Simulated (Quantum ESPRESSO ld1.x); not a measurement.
Values are calculated unless marked as measured or tabulated.
Question: Tl, 81 electrons, occupied as [Hg] 6p1 (the NIST ground configuration). Code: ld1.x of Quantum ESPRESSO 7.5. Model: scalar-relativistic Kohn-Sham, LDA (Slater exchange, Perdew-Zunger correlation), spin-polarised, spherical densities, point nucleus; open shells are filled with parallel spins first. Some entries of the table are withheld. Estimate them.

| orbital | occ. | eigenvalue (eV) | r(max) (bohr) |
|---|---|---|---|
| 1s up | 1 | -85570.9 | 0.01003 |
| 1s down | 1 | -85570.9 | 0.01003 |
| 2s up | 1 | -15237.0 | 0.05816 |
| 2s down | 1 | -15237.0 | 0.05816 |
| 2p up | 3 | -13108.2 | 0.04834 |
| 2p down | 3 | -13108.2 | 0.04834 |
| 3s up | 1 | -3636.55 | 0.1640 |
| 3s down | 1 | -3636.55 | 0.1640 |
| 3p up | 3 | -3024.06 | 0.1639 |
| 3p down | 3 | -3024.06 | 0.1639 |
| 3d up | 5 | -2389.02 | 0.1334 |
| 3d down | 5 | -2389.01 | 0.1334 |
| 4s up | 1 | -810.880 | 0.3690 |
| 4s down | 1 | -810.874 | 0.3690 |
| 4p up | 3 | -610.090 | 0.3891 |
| 4p down | 3 | -610.084 | 0.3891 |
| 4d up | 5 | -374.865 | 0.3955 |
| 4d down | 5 | -374.859 | 0.3955 |
| 5s up | 1 | -131.265 | 0.8067 |
| 5s down | 1 | -131.251 | 0.8067 |
| 4f up | 7 | -114.374 | 0.3574 |
| 4f down | 7 | -114.366 | 0.3574 |
| 5p up | 3 | -76.2246 | 0.9033 |
| 5p down | 3 | -76.2082 | 0.9033 |
| 5d up | 5 | -15.6204 | 1.116 |
| 5d down | 5 | -15.5383 | 1.115 |
| 6s up | 1 | -9.9754 | 2.075 |
| 6s down | 1 | -9.6054 | 2.063 |
| 6p up | 1 | -2.7640 | 2.907 |
| 6p down | 0 | -2.2949 | 2.885 |
| 7s up | 0 | -0.4834 | (1) |
| 7s down | 0 | -0.3300 | (2) |

Answer: 
(1) 7s up r(max) (bohr): 6.996
(2) 7s down r(max) (bohr): 7.509
